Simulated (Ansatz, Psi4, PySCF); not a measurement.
H₃N, charge +1, doublet, geometry from GFN2-xTB (a state made from the parent by changing its charge; the spin is typed, not shown lowest). Base run: BHANDHLYP/def2-SVP in PySCF.

Geometry (Å):
```xyz
4

N      0.0000     0.0000     0.0000
H      0.0150     1.0277    -0.0194
H      0.8827    -0.5267     0.0171
H     -0.8977    -0.5010     0.0023
```
Charge +1, spin multiplicity 2.
Orbitals are unrestricted.
All else is at PySCF's defaults.

The same geometry, method and basis name were run in Ansatz (a first-principles code) and Psi4 and PySCF, at each program's defaults and at the settings that a row names. The base is PySCF at its defaults. Differences at the defaults can come from grids, fitting, cores and function types together.

| code and settings | ΔE vs base (µEh) | basis functions | E (Eh) | SCF cycles |
|---|---|---|---|---|
| PySCF, defaults (exact integrals, its default grid, spherical functions) | 0.0 | 29 | -56.11603 | 8 |
| Psi4, defaults (density fitting with its default set, its default grid, spherical functions) | -7.7 | 29 | -56.11603 | 7 |
| Ansatz, defaults (factorised integrals, its default grid, spherical functions) | -0.4 | 29 | -56.11603 | - |
| PySCF, density fitting with def2-universal-jkfit | -7.8 | 29 | -56.11603 | 8 |
| PySCF, fine grid | 0.0 | 29 | -56.11603 | 8 |
| Psi4, exact integrals, spherical functions, fine grid | 0.0 | 29 | -56.11603 | 9 |
| Ansatz, high accuracy | 0.0 | 29 | -56.11603 | - |

Open shells are given as the SCF converged; they aren't shown to be the lowest states, and a large step between rows can be another state.
